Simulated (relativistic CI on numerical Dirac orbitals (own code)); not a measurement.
A reference radial Dirac CI calculation of Tm gave the lowest total energy -13551.72477 Ha in 25 SCF steps, from this input:

```
atom Tm  Z=69  charge=0  electrons=69
nucleus A=169  rms_radius_fm=5.2256
hamiltonian dirac-coulomb  breit=on  qed=on  c_scale=1
orbitals kli  potential=per-configuration
slater_scale 1
correlation none
mixing on
grid step=0.0125 r_max=259.4
scf mixing=0.4 start=green max_iterations=150 tolerance=2e-08 node_fill=0.05
configurations
  [Xe] 4f13 6s2
end
```

One setting was then changed, and the output read:

```
SCF 1: [Xe] 4f13 6s2
 iter      energy (Ha)   residual   last orbital (Ha)
    1    -13561.513319   2.37e+00     -0.29380
error: SCF of 1s2 2s2 2p6 3s2 3p6 3d10 4s2 4p6 4d10 4f13 5s2 5p6 6s2 did not converge
end: not converged
```

Q: Which setting was changed?
A. nuclear radius
B. configuration list
C. iteration limit
D. QED terms

A: C. The iteration limit 1. This setting is bad on purpose; its numbers may not be properties of the ion.
